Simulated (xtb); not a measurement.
F6OSi2, charge +1, doublet, from a rough starting geometry (a state made from the parent by changing its charge; the spin is typed, not shown lowest); GFN2-xTB in xtb 6.7.1.

Input for xtb:
```
$ xtb mol.xyz --gfn 2 --chrg 1 --uhf 1 --opt vtight --json

# file mol.xyz
9

F      2.17163093     0.30584623    -1.21943753
Si     1.48087179     0.33810427     0.21224939
F      2.40065746    -0.48817837     1.23775547
F      1.37526803     1.78791973     0.79119133
O      0.05722692    -0.41007254     0.21837189
Si    -1.50549920    -0.40382681    -0.17521901
F     -1.67086713     0.05726772    -1.72723850
F     -2.28704477     0.60054849     0.68843946
F     -2.04177767    -1.86687852     0.01387766
```

Problem. Predict the main parts of the log of this xtb run.

Solution. 
```
   ID    Z sym.   atoms
    1    9 F      1, 3, 4, 7-9
    2   14 Si     2, 6
    3    8 O      5

           -------------------------------------------------
          |                Calculation Setup                |
           -------------------------------------------------

           -------------------------------------------------
          |                 G F N 2 - x T B                 |
           -------------------------------------------------

          ...................................................
          :                      SETUP                      :
          :.................................................:
          :  # basis functions                  48          :
          :  # atomic orbitals                  46          :
          :  # shells                           20          :
          :  # electrons                        55          :
          :  max. iterations                   250          :
          :  Hamiltonian                  GFN2-xTB          :
          :  restarted?                      false          :
          :  GBSA solvation                  false          :
          :  PC potential                    false          :
          :  electronic temp.          300.0000000     K    :
          :  accuracy                    1.0000000          :
          :  -> integral cutoff          0.2500000E+02      :
          :  -> integral neglect         0.1000000E-07      :
          :  -> SCF convergence          0.1000000E-05 Eh   :
          :  -> wf. convergence          0.1000000E-03 e    :
          :  Broyden damping             0.4000000          :
          :  net charge                          1          :
          :  unpaired electrons                  1          :
          ...................................................

 iter      E             dE          RMSdq      gap      omega  full diag
   1    -35.7550179 -0.357550E+02  0.899E+00   11.40       0.0  T
   2    -35.8170506 -0.620328E-01  0.638E+00    9.94       1.0  T
   3    -35.7460593  0.709914E-01  0.389E+00    9.66       1.0  T
   4    -35.7956179 -0.495587E-01  0.293E+00    9.58       1.0  T
   5    -35.7746442  0.209737E-01  0.254E+00    9.56       1.0  T
   6    -35.7568992  0.177450E-01  0.265E+00    9.73       1.0  T
   7    -35.7420479  0.148513E-01  0.251E+00    9.74       1.0  T
   8    -35.7934688 -0.514209E-01  0.209E+00    9.73       1.0  T
[...]
 * total energy  :   -35.7426239 Eh     change       -0.1509231E-06 Eh
 * total energy  :   -35.7426241 Eh     change       -0.1283151E-06 Eh
 * total energy  :   -35.7426242 Eh     change       -0.1181999E-06 Eh
 * total energy  :   -35.7426243 Eh     change       -0.1169971E-06 Eh
 * total energy  :   -35.7426244 Eh     change       -0.1239036E-06 Eh
 * total energy  :   -35.7426246 Eh     change       -0.1357041E-06 Eh
 * total energy  :   -35.7426247 Eh     change       -0.1440247E-06 Eh
 * total energy  :   -35.7426248 Eh     change       -0.1427811E-06 Eh
 * total energy  :   -35.7426250 Eh     change       -0.1320712E-06 Eh
 * total energy  :   -35.7426251 Eh     change       -0.1173983E-06 Eh
 * total energy  :   -35.7426252 Eh     change       -0.1050245E-06 Eh
 * total energy  :   -35.7426253 Eh     change       -0.9627667E-07 Eh
   *** GEOMETRY OPTIMIZATION CONVERGED AFTER 36 ITERATIONS ***
         :: total energy             -35.742625294380 Eh    ::
[...]
     3   9 F        0.705    -0.051     9.820     3.700
     4   9 F        0.705    -0.052     9.820     3.700
     5   8 O        1.540    -0.226    17.834     5.697
     6  14 Si       2.929     0.767   160.570    27.743
     7   9 F        0.705    -0.052     9.821     3.700
     8   9 F        0.705    -0.051     9.820     3.700
     9   9 F        0.705    -0.051     9.820     3.700

 Mol. C6AA /au·bohr⁶  :       2179.393991
 Mol. C8AA /au·bohr⁸  :      91123.480157
 Mol. α(0) /au        :         83.384411

Wiberg/Mayer (AO) data.
largest (>0.10) Wiberg bond orders for each atom

 ---------------------------------------------------------------------------
     #   Z sym  total        # sym  WBO       # sym  WBO       # sym  WBO
 ---------------------------------------------------------------------------
     1   9 F    1.347 --     2 Si   1.161
     2  14 Si   4.559 --     1 F    1.161     3 F    1.161     4 F    1.161
                             5 O    1.058
     3   9 F    1.347 --     2 Si   1.161
     4   9 F    1.347 --     2 Si   1.161
     5   8 O    2.409 --     6 Si   1.058     2 Si   1.058
     6  14 Si   4.559 --     7 F    1.161     9 F    1.161     8 F    1.161
                             5 O    1.058
     7   9 F    1.347 --     6 Si   1.161
     8   9 F    1.347 --     6 Si   1.161
     9   9 F    1.348 --     6 Si   1.161
 ---------------------------------------------------------------------------

Topologies differ in total number of bonds
Writing topology from bond orders to xtbtopo.mol

molecular dipole:
                 x           y           z       tot (Debye)
 q only:       -0.004      -0.017       0.008
   full:       -0.004      -0.017       0.008       0.050
molecular quadrupole (traceless):
                xx          xy          yy          xz          yz          zz
 q only:        9.465       3.508      -4.485       2.236       0.530      -4.980
  q+dip:        8.912       3.304      -4.223       2.106       0.500      -4.690
   full:       10.914       4.046      -5.171       2.579       0.613      -5.743

optimized geometry written to: xtbopt.xyz

           -------------------------------------------------
          | TOTAL ENERGY              -35.742625294380 Eh   |
          | GRADIENT NORM               0.000052314047 Eh/α |
          | HOMO-LUMO GAP              10.108947779475 eV   |
           -------------------------------------------------

normal termination of xtb
```
